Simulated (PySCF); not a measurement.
## Radial density of S⁺ (sulfur, charge +1)

UHF, [Ne] 3s2 3p3, high-spin 4S determinant. Calculation: PySCF 2.14, in pcseg-2; no relativity, point nucleus.

```
r (bohr)  4πr²ρ (e/bohr)  4πr²(ρα − ρβ)
 0.00208          0.1357         0.0000
 0.00349          0.3660         0.0001
 0.00587          0.9605         0.0001
 0.00988           2.389         0.0004
  0.0166           5.455         0.0010
  0.0279           10.76         0.0030
  0.0470           16.70         0.0116
  0.0791           17.84         0.0494
   0.133           12.99         0.1723
   0.224           14.06         0.3641
   0.376           17.36         0.2571
   0.633           7.645         0.0169
    1.06           2.879         1.1289
    1.79           2.870         1.7118
    3.01          0.5661         0.4060
    5.07         0.01438         0.0124
```
